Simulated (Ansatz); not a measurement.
Molybdenum dichloride dioxide + `[CH3][Mo](=[O])([F])=[S]` → `[O]=[Mo](=[O])([F])[Cl]` + `[CH3][Mo](=[O])(=[S])[Cl]` at 500 K and 1 bar (redistribution).

Computed with Ansatz on PBE0-D4/def2-TZVP structures; ΔE is electronic, products minus reactants. CCSD(T)/CBS adds triple-zeta CCSD(T) − MP2 to the extrapolated MP2 energy (def2 sets, frozen cores). def2 core potentials past Kr. For Mo outer-core shells are correlated without core-valence functions, which leaves a few kJ/mol of doubt a bond.

```tsv
species	CCSD(T)/CBS energy (Eh)	H − E (kJ/mol)	S (J/(mol·K))
`[O]=[Mo](=[O])([Cl])[Cl]`	-1138.21762	61.7	384.9
`[CH3][Mo](=[O])([F])=[S]`	-680.85708	156.6	410.5
`[O]=[Mo](=[O])([F])[Cl]`	-778.22574	62.7	377.7
`[CH3][Mo](=[O])(=[S])[Cl]`	-1040.85015	155.5	423.7
```

H − E and S are ideal-gas, rigid-rotor, harmonic terms from PBE0-D4/def2-TZVP, for one conformer and one mirror image of each species. 1 Eh = 2625.50 kJ/mol, R = 8.31446 J/(mol·K).

Task: By hand: ΔE, ΔH, ΔS and ΔG.

Result: ΔE = (-778.22574) + (-1040.85015) − (-1138.21762) − (-680.85708) = -0.00119 Eh = -3.1 kJ/mol. Δ(H − E) = 62.7 + 155.5 − 61.7 − 156.6 = -0.1, so ΔH = -3.2 kJ/mol. ΔS = 377.7 + 423.7 − 384.9 − 410.5 = 6.0 J/(mol·K). ΔG = -3.2 − 500 × (6.0)/1000 = -6.2 kJ/mol.

Task: By hand: the equilibrium constant, and the temperature at which ΔG would vanish if ΔH and ΔS stayed fixed.

Result: log₁₀ K = −ΔG/(RT ln 10) = 0.6. ΔH and −TΔS have one sign here, so there is no such temperature. One of them is within its doubt of zero, so this could turn.

TΔS isn't small against ΔH here. A doubt of 5 kJ/mol in ΔE shifts log₁₀ K by 0.5 here. Other conformers and mirror images would add mixing entropy, several J/(mol·K) or more a flexible species. These are equilibria of isolated gas molecules and say nothing of rates. Largest T1 diagnostic: 0.025 (customary marks: 0.02 for closed shells, 0.045 for open ones).
